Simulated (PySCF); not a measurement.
Compound: [InCl4]- (charge -1).
Structure used (PBE0-D3(BJ)/def2-SVP), in Å, numbered top down from 1:
```xyz
5
InCl4 angstrom
In     0.0218   -0.0141    0.0015
Cl    -0.2315   -0.1625    2.3773
Cl     2.3433    0.0051   -0.5832
Cl    -1.0256    1.9645   -0.8474
Cl    -1.0333   -1.9035   -1.0103
```

Computed, not measured: PBE0-D3(BJ)/def2-SVP geometry optimisation, gas phase, def2 core potentials past Kr (PySCF).

(1) Which atoms are bound to In1, and at what distances?

(2) List the angles at In1.

(3) What is the shape at In1?

Results:

(1) 4 atoms: Cl5 2.389 Å, Cl2 2.394 Å, Cl3 2.394 Å, Cl4 2.394 Å.

(2) 
```json
{"angle": "Cl2–In1–Cl4", "degrees": "110.9", "distance of the outer atoms (Å)": "3.94"}
{"angle": "Cl2–In1–Cl3", "degrees": "110.2", "distance of the outer atoms (Å)": "3.93"}
{"angle": "Cl3–In1–Cl5", "degrees": "109.3", "distance of the outer atoms (Å)": "3.90"}
{"angle": "Cl3–In1–Cl4", "degrees": "109.3", "distance of the outer atoms (Å)": "3.91"}
{"angle": "Cl2–In1–Cl5", "degrees": "108.9", "distance of the outer atoms (Å)": "3.89"}
{"angle": "Cl4–In1–Cl5", "degrees": "108.1", "distance of the outer atoms (Å)": "3.87"}
```

(3) Tetrahedral: angles from 108.1° to 110.9°; τ4 = (360° − α − β)/141° = 0.99 with α and β the two widest (0 for a square, 1 for a tetrahedron).

Charge -1, singlet. The geometry's basis has no diffuse functions, a weakness for an anion. Not checked by PBE0-D3(BJ)/def2-SVP frequencies.

The run took 44 s of wall time on Arm Neoverse V2, one thread, no GPU, shared host, and the process peaked at 0.40 GiB of memory. This is the geometry optimisation.
